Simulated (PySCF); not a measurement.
Isomers of C5H12O2Si, mass 132.061 u with the commonest isotopes. The calculation used PBE0/pcSseg-1 in PySCF (dipole) on a GFN2-xTB geometry, gas phase. One conformer each, none proved a minimum here; rigid rotors.

Question: Order these by out-of-plane moment Σ m c² = (Ia + Ib − Ic)/2, largest first.
A. `[CH3:1][O:2][SiH2:3][C@H:4]1[CH2:5][CH2:6][CH2:7][O:8]1` with C1–O2–Si3–C4 177°, O2–Si3–C4–C5 69°, Si3–C4–C5–C6 88°, C4–C5–C6–C7 35°, C5–C6–C7–O8 -34°, C6–C7–O8–C4 19°
B. `[CH3:1][CH2:2][O:3][CH2:4][SiH:5]1[CH2:6][O:7][CH2:8]1` with C1–C2–O3–C4 72°, C2–O3–C4–Si5 173°, O3–C4–Si5–C6 175°
C. `[CH3:1][CH:2]([CH3:3])[O:4][Si@H:5]([CH3:6])[CH:7]=[O:8]` with C1–C2–O4–Si5 -168°, C2–O4–Si5–C6 -70°, O4–Si5–C7–O8 178°
D. `[CH3:1][O:2][C@H:3]1[CH2:4][Si@H:5]([O:6][CH3:7])[CH2:8]1` with C1–O2–C3–C4 172°, C4–Si5–O6–C7 94°, O2–C3–C4–Si5 105°, C3–C4–Si5–O6 117°, C4–Si5–C8–C3 -11°, O2–C3–C8–Si5 -101°
E. `[CH3:1][CH2:2][O:3][SiH2:4]/[CH:5]=[CH:6]/[O:7][CH3:8]` with C1–C2–O3–Si4 180°, C2–O3–Si4–C5 180°, O3–Si4–C5–C6 180°, C5–C6–O7–C8 0°

Answer: B (42.94 u·Å²), A (35.24 u·Å²), D (28.44 u·Å²), C (23.37 u·Å²), E (7.58 u·Å²).

Question: Order these by radius of gyration √(Σ m r²/M), largest first.
A. `[CH3:1][CH2:2][O:3][CH2:4][SiH:5]1[CH2:6][O:7][CH2:8]1` with C1–C2–O3–C4 72°, C2–O3–C4–Si5 173°, O3–C4–Si5–C6 175°
B. `[CH3:1][O:2][SiH2:3][C@H:4]1[CH2:5][CH2:6][CH2:7][O:8]1` with C1–O2–Si3–C4 177°, O2–Si3–C4–C5 69°, Si3–C4–C5–C6 88°, C4–C5–C6–C7 35°, C5–C6–C7–O8 -34°, C6–C7–O8–C4 19°
C. `[CH3:1][CH:2]([CH3:3])[O:4][Si@H:5]([CH3:6])[CH:7]=[O:8]` with C1–C2–O4–Si5 -168°, C2–O4–Si5–C6 -70°, O4–Si5–C7–O8 178°
D. `[CH3:1][CH2:2][O:3][SiH2:4]/[CH:5]=[CH:6]/[O:7][CH3:8]` with C1–C2–O3–Si4 180°, C2–O3–Si4–C5 180°, O3–Si4–C5–C6 180°, C5–C6–O7–C8 0°

Answer: D (2.713 Å), A (2.469 Å), C (2.296 Å), B (2.205 Å).

Question: Order these by rotational constant C, largest first.
A. `[CH3:1][CH:2]([CH3:3])[O:4][Si@H:5]([CH3:6])[CH:7]=[O:8]` with C1–C2–O4–Si5 -168°, C2–O4–Si5–C6 -70°, O4–Si5–C7–O8 178°
B. `[CH3:1][CH2:2][O:3][CH2:4][SiH:5]1[CH2:6][O:7][CH2:8]1` with C1–C2–O3–C4 72°, C2–O3–C4–Si5 173°, O3–C4–Si5–C6 175°
C. `[CH3:1][CH2:2][O:3][SiH2:4]/[CH:5]=[CH:6]/[O:7][CH3:8]` with C1–C2–O3–Si4 180°, C2–O3–Si4–C5 180°, O3–Si4–C5–C6 180°, C5–C6–O7–C8 0°
D. `[CH3:1][O:2][SiH2:3][C@H:4]1[CH2:5][CH2:6][CH2:7][O:8]1` with C1–O2–Si3–C4 177°, O2–Si3–C4–C5 69°, Si3–C4–C5–C6 88°, C4–C5–C6–C7 35°, C5–C6–C7–O8 -34°, C6–C7–O8–C4 19°

Answer: D (832.9 MHz), A (751.1 MHz), B (663.2 MHz), C (523.9 MHz).

| SMILES | point group | Ia (u·Å²) | Ib (u·Å²) | Ic (u·Å²) | κ | μa (D) | μb (D) | μc (D) |
| --- | --- | --- | --- | --- | --- | --- | --- | --- |
| CC(C)O[Si@H](C)C=O | C1 | 172.34 | 547.25 | 672.84 | -0.84 | 3.60 | 1.09 | 0.21 |
| CO[C@H]1C[Si@H](OC)C1 | C1 | 86.69 | 644.57 | 674.39 | -0.99 | 0.89 | 0.08 | 0.36 |
| CO[SiH2][C@H]1CCCO1 | C1 | 118.43 | 558.82 | 606.77 | -0.96 | 0.54 | 1.48 | 0.66 |
| CCO[SiH2]/C=C/OC | Cs | 117.46 | 862.33 | 964.63 | -0.97 | 0.38 | 0.87 | 0.00 |
| CCOC[SiH]1COC1 | C1 | 108.14 | 739.78 | 762.04 | -0.99 | 2.98 | 1.00 | 0.93 |
